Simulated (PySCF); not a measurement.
C2H7FOSi. Atoms are numbered in the order given.

```xyz
12

Si    -0.4438     0.3701     0.2407
O     -1.2018    -1.0251     0.7643
F     -1.4060     1.1618    -0.8315
C      1.1817     0.0194    -0.6305
C      2.1839    -0.7658     0.2285
H     -0.3107     1.2192     1.4627
H     -1.3038    -1.7223     0.0932
H      0.9509    -0.5272    -1.5725
H      1.6103     0.9931    -0.9555
H      2.4562    -0.2084     1.1487
H      3.1249    -0.9754    -0.3197
H      1.7606    -1.7378     0.5549
```

Geometry optimised at PBE-D3(BJ)/def2-SVP. The values are those of a single conformer.

Level of theory: PBE/def2-TZVP (PySCF).

Computed frontier levels, gap, dipole moment and polarisability:
* **highest occupied level**: -7.13 eV
* **lowest empty level**: -0.36 eV
* **orbital gap**: 6.77 eV
* **dipole moment**: 2.28 D
* **quadrupole, principal values (traceless, Buckingham form, about the centre of nuclear charge)**: -5.62, -2.15, 7.77 D·Å
* **mean static polarisability**: 54.2 bohr³ (8.03 Å³)
* **polarisability, principal values**: 51.2, 51.9, 59.4 bohr³
